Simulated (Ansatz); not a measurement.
Ansatz (a first-principles code) input file for Al(Me)2(OH) cation (C2H7AlO), SMILES [CH3][Al]([CH3])[OH] (connectivity only; charge and spin as stated), charge +1, multiplicity 2, CAM-B3LYP/def2-SVPD. Coordinates come from a ωB97X-D3(BJ)/def2-SVP optimisation. The multiplicity is an assumed one; no other spin state was optimised. The isomer is the one that the SMILES or the coordinates give; other isomers of the formula were not compared. The values are those of a single conformer.

Ansatz 0.2 input:
```yaml
crystal:
  periodic: [false, false, false]
  atoms:
    - {symbol: Al, position_ang: [0.08625657, -0.16517907, 0.17988084]}
    - {symbol: C, position_ang: [-1.56020263, -1.13021224, -0.17396057]}
    - {symbol: H, position_ang: [-1.59470087, -1.46153423, -1.22253623]}
    - {symbol: H, position_ang: [-2.43377001, -0.49975285, 0.04906208]}
    - {symbol: H, position_ang: [-1.53402962, -2.00182150, 0.50247427]}
    - {symbol: C, position_ang: [-0.01662097, 1.54017706, -1.15975048]}
    - {symbol: H, position_ang: [0.92216680, 1.30158116, -1.68385192]}
    - {symbol: H, position_ang: [0.03814653, 2.29233626, -0.35714242]}
    - {symbol: H, position_ang: [-0.94313198, 1.49379179, -1.74200662]}
    - {symbol: O, position_ang: [1.45622046, -0.15392080, 1.06306699]}
    - {symbol: H, position_ang: [2.23516159, -0.20569510, 1.61328027]}
basis:
  gaussian:
    orbitals: def2-SVPD
hamiltonian:
  xc: {name: CAM-B3LYP}
total_charge: 1
magnetization: {spin_polarized: true, initial_magnetization: 1}
```

It prints:

```
WARN ansatz: RAYON_NUM_THREADS=1 ignored (pool sized by the plan → 1); use --threads N
Functional definition: CAM-B3LYP
integrals: 0.08 GiB planned
1209 factors; their error is unknown
integrals: 0.11 GiB planned
535 factors; integrals over basis functions are off by at most 9.0e-6 eV
mean field: 1.02 GiB planned
mean field evaluation 1: about -10803.0828 eV, gradient 6.2e1 eV
mean field evaluation 2: about -10785.9384 eV, gradient 8.9e1 eV
mean field evaluation 4: about -10817.9968 eV, gradient 3.5e0 eV
mean field evaluation 8: about -10818.0789 eV, gradient 1.5e-1 eV
mean field evaluation 16: about -10818.0792 eV, gradient 2.1e-4 eV
mean field -10818.07918627 eV, -397.5570773382 hartree, gradient 6.3e-5 eV, S^2 0.760147; 0 other end points of the search recorded, 0 dependent functions left out
reference -10818.07932721 eV, -397.5570825175 hartree; 20, 19 occupied and 123, 124 virtual orbitals, 1209 factors
Total energy: -10818.07932721 eV, -397.5570825175 hartree
```

Self-consistency was reached.

Cost: roughly 14 core-seconds.
